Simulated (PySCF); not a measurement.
SMILES [Cl][GeH]([Cl])[Cl] (CAM-B3LYP/def2-SVP optimised geometry):

```
5

Ge    -0.803    -0.713     0.000
Cl     1.333    -0.713     0.000
Cl    -1.480    -1.761     1.734
Cl    -1.481    -1.761    -1.734
H     -1.333     0.713     0.000
```

Level of theory: CAM-B3LYP/def2-TZVP run with PySCF.

**Question.** What are the frontier orbital energies and the dipole moment?

**Answer.** HOMO-2 -10.99 eV, HOMO-1 -10.93 eV, HOMO -10.75 eV, LUMO -0.48 eV, LUMO+1 1.02 eV; dipole moment 1.52 D.

On the same geometry PBE/def2-TZVP in PySCF gives HOMO-2 -8.18 eV, HOMO-1 -8.17 eV, HOMO -7.94 eV, LUMO -2.50 eV, LUMO+1 -0.92 eV; dipole moment 1.38 D.

Meta-Löwdin charges at CAM-B3LYP/def2-TZVP: Ge1 0.85, Cl2 -0.27, Cl3 -0.27, Cl4 -0.27, H5 -0.04.
